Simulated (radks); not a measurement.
Values are calculated unless marked as measured or tabulated.
Removal energies from the iron ion Fe+, [Ar] 3d6 4s1, by Delta-SCF beside the eigenvalue of the level emptied. Level of theory: scalar-relativistic Kohn-Sham, r2SCAN, spin-polarised, spherical densities, finite nucleus; meta-GGA in the generalised Kohn-Sham scheme; Fermi nuclear charge, rms radius of each element as measured or else 0.836 A^(1/3) + 0.57 fm (a radial shooting solver on a logarithmic mesh with Libxc functionals). Open shells are filled with parallel spins first.

| removed from | final configuration | Delta-SCF (eV) | -eigenvalue (eV) |
|---|---|---|---|
| 4s | [Ar] 3d6 | 16.709 | 13.394 |
| 3d | [Ar] 3d5 4s1 | 19.301 | 12.432 |
| 3p | [Ne] 3s2 3p5 3d6 4s1 | 74.700 | 66.848 |
| 3s | [Ne] 3s1 3p6 3d6 4s1 | 110.10 | 102.15 |
